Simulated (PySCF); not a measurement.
Gas-phase reaction: HfCl₂(OH)₂ + HfCl₄.H₂O + O → 2 HfCl₃OH + 2 OH

Energies from PySCF, thermal terms from the rigid-rotor harmonic-oscillator model, ideal gas at 1 bar. † marks an energy on the PBE0/def2-TZVP geometry and frequencies; other levels use their own. MP2 and CCSD(T) freeze the core. Open shells (unrestricted): O (multiplicity 3, electronic degeneracy 9), OH (multiplicity 2, electronic degeneracy 4); the rest are closed-shell singlets. Spin-orbit splitting is ignored; it lowers the true energy and changes the entropy of O, OH. Hf: scalar-relativistic def2 core potential, no spin-orbit coupling. Adducts (HfCl₄.H₂O) have no counterpoise correction, and HF, PBE, BLYP, B3LYP and PBE0 lack dispersion. HfCl₂(OH)₂, HfCl₄.H₂O, HfCl₃OH: computed as isolated molecules; such fragments, hydroxides, amides, oligomers or adducts are transient or little studied in the gas. MP2 isn't extrapolated to the basis-set limit; its ΔH°(298 K) is 169.9 kJ in def2-SVP and 147.9 kJ in def2-TZVPP. CCSD(T) isn't extrapolated to the basis-set limit. The harmonic model lacks anharmonicity and excited electronic states, which grow with temperature; levels with a mode under 35 cm⁻¹ are left out. Soft modes under 120 cm⁻¹ make the harmonic entropy rough for HfCl₂(OH)₂, HfCl₄.H₂O, HfCl₃OH.

```json
[
 {"level": "BLYP/def2-TZVP†", "ΔE electronic, kJ": "93", "ΔH°(298 K), kJ": "76", "ΔS°(298 K), J/K": "139", "ΔG°(1800 K), kJ": "-153"},
 {"level": "CCSD(T)/def2-SVP†", "ΔE electronic, kJ": "172", "ΔH°(298 K), kJ": "155", "ΔS°(298 K), J/K": "139", "ΔG°(1800 K), kJ": "-74"},
 {"level": "MP2/def2-SVP†", "ΔE electronic, kJ": "187", "ΔH°(298 K), kJ": "170", "ΔS°(298 K), J/K": "139", "ΔG°(1800 K), kJ": "-59"},
 {"level": "MP2/def2-TZVPP†", "ΔE electronic, kJ": "165", "ΔH°(298 K), kJ": "148", "ΔS°(298 K), J/K": "139", "ΔG°(1800 K), kJ": "-81"},
 {"level": "PBE0/def2-TZVP", "ΔE electronic, kJ": "121", "ΔH°(298 K), kJ": "104", "ΔS°(298 K), J/K": "139", "ΔG°(1800 K), kJ": "-124"},
 {"level": "r2SCAN/def2-TZVP†", "ΔE electronic, kJ": "118", "ΔH°(298 K), kJ": "101", "ΔS°(298 K), J/K": "139", "ΔG°(1800 K), kJ": "-128"},
 {"level": "ωB97M-V/def2-TZVP†", "ΔE electronic, kJ": "140", "ΔH°(298 K), kJ": "123", "ΔS°(298 K), J/K": "139", "ΔG°(1800 K), kJ": "-106"},
 {"level": "ωB97X-V/def2-TZVP†", "ΔE electronic, kJ": "133", "ΔH°(298 K), kJ": "116", "ΔS°(298 K), J/K": "139", "ΔG°(1800 K), kJ": "-113"}
]
```
ΔH° is lowest at BLYP/def2-TZVP† and highest at MP2/def2-SVP†. No reference value is set beside these.
